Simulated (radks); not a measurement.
Charge is removed step by step from the 5p down level of the osmium ion Os+, starting from [Kr] 4d10 4f14 5s2 5p(up 3, down 3) 5d6 6s1. Method: scalar-relativistic Kohn-Sham, PBEsol, spin-polarised, spherical densities, point nucleus; open shells are filled with parallel spins first (spin-orbit coupling, left out, can overturn this in heavy ions); computed with a radial shooting solver on a logarithmic mesh with Libxc functionals.

removed (e) = 0: E - E(0) (eV) 0.000; eigenvalue (eV) -57.427; E minus straight line (eV) 0.000
removed (e) = 0.1: E - E(0) (eV) 5.799; eigenvalue (eV) -58.676; E minus straight line (eV) -0.586
removed (e) = 0.2: E - E(0) (eV) 11.724; eigenvalue (eV) -59.944; E minus straight line (eV) -1.047
removed (e) = 0.3: E - E(0) (eV) 17.776; eigenvalue (eV) -61.230; E minus straight line (eV) -1.380
removed (e) = 0.4: E - E(0) (eV) 23.958; eigenvalue (eV) -62.532; E minus straight line (eV) -1.583
removed (e) = 0.5: E - E(0) (eV) 30.271; eigenvalue (eV) -63.851; E minus straight line (eV) -1.656
removed (e) = 0.6: E - E(0) (eV) 36.716; eigenvalue (eV) -65.186; E minus straight line (eV) -1.596
removed (e) = 0.7: E - E(0) (eV) 43.296; eigenvalue (eV) -66.535; E minus straight line (eV) -1.401
removed (e) = 0.8: E - E(0) (eV) 50.011; eigenvalue (eV) -67.898; E minus straight line (eV) -1.072
removed (e) = 0.9: E - E(0) (eV) 56.863; eigenvalue (eV) -69.275; E minus straight line (eV) -0.605
removed (e) = 1: E - E(0) (eV) 63.853; eigenvalue (eV) -70.665; E minus straight line (eV) 0.000

Removing the whole electron costs 63.853 eV by Delta-SCF, against 57.427 eV from minus the eigenvalue at the starting occupation. Slater's transition state (half an electron removed) gives 63.851 eV. Integrating minus the eigenvalue over the occupation (Janak's theorem) gives 63.916 eV. In this scalar-relativistic scheme the density is built from large components alone, so the theorem holds only approximately. The mean slope of the eigenvalue, de/dn, is 13.2 eV per electron.
